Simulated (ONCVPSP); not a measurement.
**Building the ONCV potential for Ca (Z = 20) (PBE, scalar-relativistic).**

ONCVPSP 4.0.1 input, shortened (lines: element, Z, core and valence counts, functional; n l f; lmax; l rc ep ncon nbas qcut; lloc lpopt rc5 dvloc0; l nproj debl; icmod fcfact rcfact), PBE, scalar-relativistic:

```
  Ca 20.00    3    3        4      upf
    1    0    2.00
    2    0    2.00
    2    1    6.00
    3    0    2.00
    3    1    6.00
    4    0    2.00
    2
    0    2.20    0.00    4    8    4.70
    1    1.80    0.00    4    9    9.60
    2    1.80    0.39    4    8    5.90
    2    5    1.80    0.00
    0    2    1.50
    1    2    1.50
    2    0    3.10
    1    0.45    0.00
```

In the d channel the program set the typed energies aside and used -0.072 Ha.

Poles of the logarithmic derivatives, all-electron (AE) and pseudo (PS). s: poles at -1.6, 2.8 (AE) and -1.6, 3.1 (PS) Ha. p: poles at -0.5 (AE) and -0.5, 4.5 (PS) Ha. d: poles at 0.7 (AE) and 0.9 (PS) Ha. Test radii: s 2.24, p 1.83, d 1.83 bohr.

- Cutoffs needed: 15 Ha and 18 Ha (the cutoffs (Ha) at which the residual kinetic energy of the hardest occupied pseudo-wave falls to 1 and 0.1 mHa per electron)
- Ghost test: no bound ghost flagged; GHOST(+) flags only above 600 eV
- Largest excitation error: +7.4 meV (all-electron minus pseudo) for 3s2 3p6 3d1 4s0, out of 4 test configurations
- rms error of d²Exc/dni dnj: 2.65 mHa without and 1.55 mHa with the model core
